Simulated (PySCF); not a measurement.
Harmonic spectrum computed at PBE0 in the def2-TZVP basis family (core potentials from Rb on, PySCF, no spin–orbit coupling):

```
ω (cm⁻¹)  IR (km/mol, summed over degenerate members)  degeneracy
     243                                         68.1           2
     291                                          141           1
     697                                          0.0           1
     962                                          381           2
```

Task: Which molecule gave it? In each, all ligands are bound to the one heavy central atom.
A. AlF₃ (singlet)
B. GaF₃ (singlet)
C. BrF₃ (singlet)
D. AsF₃ (singlet)

Result: A. It has D3h symmetry with Al–F 1.629 Å (×3).
